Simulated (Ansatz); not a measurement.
Consider the cleavage of the Sn–Al bond: `[SiH3][Al]([Cl])[SnH3]` + silanol → `[SiH3][O][SnH3]` + `[SiH3][AlH][Cl]`.

Gas-phase electronic energies from Ansatz, PBE0-D4/def2-TZVP geometries. CCSD(T)/CBS adds triple-zeta CCSD(T) − MP2 to the extrapolated MP2 energy (def2 sets, frozen cores). DFT in def2-TZVPP. def2 core potentials past Kr. For Sn outer-core shells are correlated without core-valence functions, which leaves a few kJ/mol of doubt a bond.

CCSD(T)/CBS gives +14.1 kJ/mol.

Task: Another level gave +28.7 kJ/mol. Which?
A. ωB97M-V/def2-TZVPP
B. revPBE/def2-TZVPP
C. r2SCAN/def2-TZVPP
D. HF/def2-TZVPP

Result: B. revPBE 28.7, r2SCAN 17.9, HF/def2-TZVPP -4.2, ωB97M-V 13.0 kJ/mol.

Largest T1 diagnostic among the species: 0.013.

From BLYP to BHLYP (50 % exact exchange), in def2-TZVPP and without D4, ΔE moves by −5.9 kJ/mol. At CCSD(T), def2-SVP lies −7.1 kJ/mol from the extrapolated value and def2-TZVPP −0.1 kJ/mol. Leaving LDA and LC-ωPBE aside and taking each functional with its dispersion term where it has one, the values, not all of them listed here, spread over 34.4 kJ/mol, from B97M-V to PBE-D4. LDA lies +7.4 kJ/mol from PBE without D4.
